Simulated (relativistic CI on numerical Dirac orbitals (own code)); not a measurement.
## How well does a small relativistic CI reproduce Rb5+?

Calculated at this level of theory: Dirac-Coulomb-Breit CI, KLI orbitals optimised for each configuration, a model potential for QED, valence Slater integrals scaled by 0.9, configuration energies shifted to the measured levels that pair with them (semi-empirical) (own radial code, finite nucleus).

Configuration list (outside the closed core [Ar] 3d10): 4s2 4p2, 4s 4p3, 4s2 4p 4d, 4p4, 4s2 4d2, 4s 4p2 4d, 4s2 4p 4f, 4s2 4p 5s, 4s 4p2 4f, 4p2 4d2, 4s2 4p 5p, 4s2 4f2, 4p3 4d, 4s2 4p 5d, 4s2 4p 6s, 4s 4p2 5s, 4s 4p 4d2, 4s2 4p 6p, 4s2 4d 4f, 4s2 4p 5f, 4s2 4p 5g, 4s 4p2 5p, 4s2 4p 6d, 4p2 4f2, 4s2 4p 6f, 4s2 4d 5s, 4p3 4f, 4s 4p 4d 4f, 4s 4p2 5d, 4s 4p 5s 5p. Levels of other configurations are missing.

```tsv
Configuration	Term (tabulated)	J	Measured (cm⁻¹)	Computed	Error	Purity (%)
4s2 4p2	3P	0	0.0	0	0	93
4s2 4p2	3P	1	5140.0	4984	-156	97
4s2 4p2	3P	2	9899.0	9691	-208	86
4s2 4p2	1D	2	23746.0	23603	-143	86
4s2 4p2	1S	0	45201.0	44845	-356	92
4s 4p3	3D°	1	148531.0	148544	13	86
4s 4p3	3D°	2	148667.0	148667	0	84
4s 4p3	3D°	3	150434.0	150405	-29	90
4s 4p3	3P°	0	168930.0	168593	-337	91
4s 4p3	3P°	1	169477.0	169149	-328	87
4s 4p3	3P°	2	170125.0	169836	-289	80
4s 4p3	1D°	2	188065.0	189653	1588	61
4s 4p3	3S°	1	208835.0	212349	3514	72
4s 4p3	1P°	1	220609.0	223548	2939	65
```

Measured levels from Sansonetti, J. Phys. Chem. Ref. Data 35, 301 (2006); pairs were made by configuration, J and term (by order where the table uses no LS term), so strongly mixed levels may be paired wrongly.

Mean error by configuration (cm⁻¹): 4s2 4p2 -216; 4s 4p3 786. Over the excited levels the mean absolute error is 762 cm⁻¹ (13 of the 13 excited levels that our extract of the source holds in range could be paired), and the median relative error of those above 1,000 cm⁻¹ is 0.6 %, both after the shifts were fitted to these levels, so that a configuration with one level shows no error.

Configurations whose levels could be paired with our table of measured levels were shifted onto them, all but the ground configuration, by the median error of their levels; single terms can still be off by 1,000 to 2,000 cm⁻¹ or more, and rates follow the energies as ν³ (E1, M1) or ν⁵ (E2). The others borrow a shift and can be off by several thousand cm⁻¹ or more. 13 of the 13 excited levels that our extract of the measured tables holds in this range could be paired (the sources list more); they are missed by 762 cm⁻¹ on average and 3514 at most, after the shifts were fitted to these levels, and levels without a partner can miss by more.

Shifts applied (cm⁻¹): 4s2 4p2 0; 4s 4p3 -471.
